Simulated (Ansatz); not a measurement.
`C[Si@@H](O)[Si@H](O)Cl` → `CO[SiH](Cl)O[SiH3]`  (isomerisation)

Calculated with Ansatz (gas phase, PBE0-D4/def2-TZVP geometries, no zero-point term in ΔE). CBS: MP2 limit from def2 TZ/QZ plus the TZ coupled-cluster correction, frozen cores. DFT in def2-TZVPP. B3LYP here is the variant with VWN-RPA as its local correlation; programs differ in this. Each species was taken in one conformer, which may not be the lowest.

```
             level  ΔE (kJ/mol)  difference from CCSD(T)/CBS
            PBE-D4        -18.5                         27.8
           PBE0-D4        -28.5                         17.8
          B3LYP-D4        -51.0                         -4.7
           ωB97X-V        -48.8                         -2.5
           ωB97M-V        -49.0                         -2.7
               PBE        -18.9                         27.4
            r2SCAN        -40.2                          6.1
SCS-MP2/def2-TZVPP        -61.6                        -15.3
      HF/CBS(def2)        -93.8                        -47.5
    CCSD/CBS(def2)        -51.2                         -4.9
       CCSD(T)/CBS        -46.3                            0
```

Largest T1 diagnostic among the species: 0.011.

From PBE to PBE0 (25 % exact exchange), in def2-TZVPP and without D4, ΔE moves by −10.1 kJ/mol. In def2-TZVPP, CCSD(T) changes the Hartree–Fock value by +39.1 kJ/mol (the triples alone add +4.9 kJ/mol) and MP2 by +40.1 kJ/mol.
